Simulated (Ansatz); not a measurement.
Computed with Ansatz on PBE0-D4/def2-TZVP structures; ΔE is electronic, products minus reactants. CCSD(T)/CBS is the MP2 limit (def2-TZVPP, def2-QZVPP) plus CCSD(T) − MP2 in def2-TZVPP, frozen cores. This one scheme is used for every species, atoms too. DFT in def2-TZVPP. B3LYP here is the variant with VWN-RPA as its local correlation; programs differ in this. No spin–orbit coupling; open shells (•) take unrestricted orbitals. Spin–orbit coupling would lower the free atoms: a little for F. For Br outer-core shells are correlated without core-valence functions, so the limit isn't a true one: a few kJ/mol of doubt a bond, and 10 to 20 or more in all where bonds break to atoms. Scalar relativity is left out up to krypton. Each species was taken in one conformer, which may not be the lowest.

Reaction (hydrogen abstraction from the Al–H bond): `[NH2][AlH][Br]` + F• → `[NH2][Al][Br]`• + H–F

| level | ΔE (eV) |
| --- | --- |
| r2SCAN0-D4 | -2.12 |
| B2PLYP | -2.21 |
| r2SCAN | -2.30 |
| PBE0 | -2.27 |
| B3LYP | -2.21 |
| BHLYP | -1.85 |
| CAM-B3LYP | -2.19 |
| CCSD(T)/def2-TZVPP | -2.16 |

Task: What does CCSD(T)/CBS give? (Estimate.)

Result: Ansatz gave: -2.29 eV. The listed levels differ from it by 0.17, 0.08, -0.01, 0.02, 0.08, 0.44, 0.10, 0.13 eV.

Largest T1 diagnostic among the species: 0.011.

Leaving LDA and LC-ωPBE aside and taking each functional with its dispersion term where it has one, the values, not all of them listed here, spread over 0.68 eV, from PBE-D4 to BHLYP-D4. LDA lies −0.50 eV from PBE without D4. In def2-TZVPP, CCSD(T) changes the Hartree–Fock value by −0.96 eV (the triples alone add −0.08 eV) and MP2 by −1.29 eV. At CCSD(T), def2-SVP lies +0.43 eV from the extrapolated value and def2-TZVPP +0.13 eV.

CCSD(T)/CBS has its own doubt, a few kJ/mol and more with outer-core shells, so smaller differences from it don't rank the levels.
